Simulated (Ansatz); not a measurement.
H4As2F2Ge, singlet, at a GFN2-xTB geometry, with bond 8-5 at 2.4 times its length; Ansatz (a program for electronic structure) with SC-NEVPT2/STO-3G, CASSCF(6,6).

The Ansatz input:
Ansatz 0.2 input:
```yaml
crystal:
  periodic: [false, false, false]
  atoms:
    - {symbol: F, position_ang: [0.38478914, -1.73842953, -1.11872833]}
    - {symbol: Ge, position_ang: [0.08628892, -0.37851544, 0.06027607]}
    - {symbol: F, position_ang: [0.31265685, -1.32099099, 1.60592076]}
    - {symbol: As, position_ang: [-2.34400596, 0.00850700, -0.05647525]}
    - {symbol: As, position_ang: [2.11045632, 1.01598319, -0.10666802]}
    - {symbol: H, position_ang: [-2.15994303, 1.16579337, 0.89474456]}
    - {symbol: H, position_ang: [-2.09451477, 0.96072362, -1.20194993]}
    - {symbol: H, position_ang: [0.41700773, 3.53254759, 1.87780296]}
    - {symbol: H, position_ang: [1.51848416, 1.64803370, -1.34282786]}
basis:
  gaussian:
    orbitals: STO-3G
magnetization: {spin_polarized: false}
correlation: {method: sc_nevpt2, electrons: all, active_space: {window: {electrons: 6, orbitals: 6}}}
```

It wrote (shortened):

```
Functional definition: HF
740 factors; integrals over basis functions are off by at most 3.0e-5 eV
mean field evaluation 1: about -181448.2736 eV, gradient 2.9e1 eV
mean field evaluation 2: about -181448.3279 eV, gradient 2.9e1 eV
mean field evaluation 4: about -181453.5625 eV, gradient 1.6e1 eV
mean field evaluation 8: about -181457.5479 eV, gradient 3.3e-1 eV
mean field evaluation 16: about -181456.3507 eV, gradient 5.4e-3 eV
mean field -181457.54356479 eV, -6668.4417296654 hartree, gradient 1.4e-6 eV, S^2 0.000000; 2 other end points of the search recorded, 0 dependent functions left out; unrestricted orbitals would lower it
reference -181457.54356479 eV, -6668.4417296654 hartree; 60, 60 occupied and 8, 8 virtual orbitals, 740 factors
state -181464.31510521 eV, -6668.6905791859 hartree
state -181464.31510521 eV, -6668.6905791859 hartree; corrected -181466.82364358 eV, -6668.7827662708 hartree
state -181464.13094647 eV, -6668.6838114772 hartree
state -181464.13094647 eV, -6668.6838114772 hartree; corrected -181466.73162879 eV, -6668.7793847894 hartree
state -181464.31510521 eV, -6668.6905791859 hartree; corrected -181466.82364358 eV, -6668.7827662708 hartree
state -181463.79559404 eV, -6668.6714875024 hartree
state -181463.79559404 eV, -6668.6714875024 hartree; corrected -181466.66056963 eV, -6668.7767734136 hartree
state -181464.31510521 eV, -6668.6905791859 hartree; corrected -181466.82364358 eV, -6668.7827662708 hartree
2 active orbitals were swapped for others, from the solution at -181464.13066993 eV, -6668.6838013145 hartree to that at -181464.31483432 eV, -6668.6905692310 hartree; typed "places" are swapped only where nearly empty or full, and so, without "given_window_search", are "orbital_numbers", "shells" and a window whose orbitals a file names under [Active]
Total energy: -181466.82364358 eV, -6668.7827662708 hartree
```
